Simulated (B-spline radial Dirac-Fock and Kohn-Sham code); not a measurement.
# Relativistic shifts of the levels of Pt⁶⁹⁺

System: the Pt⁶⁹⁺ ion in the configuration [He] 2s2 2p5.

Both columns are ΔSCF binding energies of the configuration average from an atomic code on a B-spline grid: non-relativistic Hartree-Fock with a point nucleus, and Dirac-Fock with a finite nucleus and the Coulomb interaction alone, averaged over the two j levels with weights 2j+1.

| shell | Hartree-Fock (eV) | Dirac-Fock (eV) | shift (eV) | shift (%) |
| --- | --- | --- | --- | --- |
| 1s | 78244.0 | 85688.7 | +7444.69 | +9.51 |
| 2s | 18040.5 | 20213.4 | +2172.85 | +12.04 |
| 2p | 17685.5 | 18539.5 | +854.03 | +4.83 |

Relativity binds 1s, 2s, 2p more strongly, among those listed most of all 2s in relative terms.

Values without a named source are computed, but for edge energies of neutral atoms, which are taken from tables.
